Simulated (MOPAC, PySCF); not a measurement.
C5H11F3Si, SMILES `C(CC(F)(F)F)[C@H]([SiH3])C` (Si–C–C–C torsion -63°, C–C–C–C torsion -176°), neutral singlet in the gas phase. 

Z-matrix (Å, degrees):
```
C
H 1 1.1035
H 1 1.1038 2 105.99
C 1 1.5289 2 109.04 3 -116.50
H 4 1.1006 1 111.78 2 -59.47
H 4 1.1016 5 107.01 1 121.58
C 4 1.5105 5 106.72 6 114.34
F 7 1.3447 4 111.32 5 -56.15
F 7 1.3470 8 107.30 4 -122.53
F 7 1.3472 8 107.26 9 -114.79
C 1 1.5384 2 109.75 3 117.29
H 11 1.1069 1 108.14 2 177.92
C 11 1.5372 12 108.25 1 -119.67
H 13 1.1011 11 112.03 12 -58.26
H 13 1.1031 14 107.60 11 122.52
H 13 1.1032 14 107.70 15 115.23
Si 11 1.9059 12 106.02 1 122.35
H 17 1.4921 11 109.45 12 65.48
H 17 1.4928 18 108.27 11 122.43
H 17 1.4941 18 109.01 19 117.78
```
Charge 0, spin multiplicity 1.

All levels are single points at this geometry (B3LYP-D3(BJ)/def2-SVP); Pople sets use spherical d functions. Orbital energies aren't observables, and empty levels follow the basis.

```tsv
level	HOMO (eV)	LUMO (eV)	gap (eV)	dipole (D)	vertical IE, Delta-SCF (eV)
B3LYP-D3(BJ)/def2-TZVP in PySCF	-8.26	0.24	8.50	2.31	10.35
M06-2X/def2-TZVP in PySCF	-9.58	1.14	10.72	2.45	10.54
PBE-D3(BJ)/def2-TZVP in PySCF	-7.18	-0.31	6.87	2.16	9.99
B3LYP/3-21G in PySCF	-8.12	1.27	9.40	2.06	–
B3LYP/6-31G* in PySCF	-8.07	0.94	9.01	1.99	10.23
B3LYP/LANL2DZ in PySCF	-8.30	1.03	9.32	2.89	–
M06-2X/6-31G* in PySCF	-9.48	1.78	11.26	2.14	–
SVWN5/6-31G* in PySCF	-7.02	0.06	7.08	1.91	9.91
HF/3-21G in PySCF	-11.44	4.58	16.03	2.70	–
HF/6-31G* in PySCF	-11.46	4.19	15.66	2.38	9.92
HF/STO-3G in PySCF	-9.75	13.07	22.82	1.71	–
PM6 in MOPAC	-10.26	0.30	10.56	2.49	–
PM7 in MOPAC	-10.76	1.41	12.17	2.52	–
```
